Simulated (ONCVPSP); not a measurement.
Plane-wave convergence, ONCV potential for Ni

- Element: nickel
- Generator: ONCVPSP 4.0.1
- Type: optimised norm-conserving Vanderbilt (ONCV)
- Functional: PBE
- Relativity: scalar-relativistic
- Frozen core: [Ar]
- Valence charge: 10
- Reference configuration: 3d8 4s2
- Partial waves: 4s: rc 2.30 bohr, ncon 5, nbas 8, qcut 2.9 1/bohr, 2 projectors, debl 1.5 Ha; p scattering state at 0.36 Ha: rc 1.75 bohr, ncon 5, nbas 8, qcut 5.5 1/bohr, 2 projectors, debl 1.3 Ha; 3d: rc 1.40 bohr, ncon 4, nbas 9, qcut 11.6 1/bohr, 1 projector
- Local potential: polynomial inside 1.10 bohr (lpopt 5, dvloc0 2 Ha)
- Core correction: Teter function, fcfact 2, rcfact 1.2

For each optimised wave give the share of its norm inside rc, the residual kinetic energy above qcut (Ha) and the cutoffs (Ha) for errors of 10, 1, 0.1 and 0.01 mHa per electron.

```json
{"wave": "4s", "norm inside rc": "0.371", "residual KE": "2.9e-03", "10 mHa": "3.0", "1 mHa": "8.3", "0.1 mHa": "24.8", "0.01 mHa": "30.4"}
{"wave": "s projector 2", "norm inside rc": "0.128", "residual KE": "1.3e-02", "10 mHa": "4.4", "1 mHa": "10.7", "0.1 mHa": "23.0", "0.01 mHa": "38.5"}
{"wave": "p projector 1", "norm inside rc": "0.065", "residual KE": "2.2e-03", "10 mHa": "8.0", "1 mHa": "28.2", "0.1 mHa": "58.8", "0.01 mHa": "67.4"}
{"wave": "p projector 2", "norm inside rc": "0.201", "residual KE": "3.3e-03", "10 mHa": "7.4", "1 mHa": "61.6", "0.1 mHa": "82.0", "0.01 mHa": "91.5"}
{"wave": "3d", "norm inside rc": "0.803", "residual KE": "2.2e-06", "10 mHa": "44.5", "1 mHa": "52.4", "0.1 mHa": "58.6", "0.01 mHa": "63.6"}
```

The occupied waves need 52 Ha and 59 Ha for 1 and 0.1 mHa. Note: ghosts flagged at negative energy: p at -62.1 eV; GHOST(+) flagged for s at 17.6 eV. A true bound ghost makes a file unfit for plane-wave use.
